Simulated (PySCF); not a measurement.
How methods differ on the ionisation energy of I⁴³⁺

I⁴³⁺ [Ne] (1S) → I⁴⁴⁺ [He] 2s2 2p5 (2P), as a difference of total energies. Computed with PySCF 2.14 in an uncontracted even-tempered set (17 s from 20 bohr⁻², ratio 2.5; 11 p from 26 bohr⁻², ratio 2.5; 5 d from 110 bohr⁻², ratio 2.7; 4 f from 160 bohr⁻², ratio 2.7), with scalar relativity by spin-free X2C-1e. Correlated levels: nothing frozen; virtual orbitals above 40 to 60 times the deepest correlated orbital energy dropped. The calculations carry no spin-orbit coupling.

| method | ionisation energy (eV) |
| --- | --- |
| UHF | 7443.5 |
| LDA | 7440.0 |
| PBE | 7440.6 |
| PBE0 | 7441.8 |
| r2SCAN | 7444.7 |
| r2SCAN0 | 7444.8 |
| r2SCANh | 7444.8 |
| MP2 (all electrons) | 7445.1 |
| SCS-MP2 (all electrons) | 7444.9 |

A first-order spin-orbit estimate (lowest level to lowest level, LS coupling) adds -99.178 eV.

For this ion Breit and QED terms and the two-electron picture change, all absent here, outweigh the differences among the correlated methods.

For comparison: 7337 ± 4 eV (theoretical estimate listed by NIST; NIST Atomic Spectra Database, ionization energies).
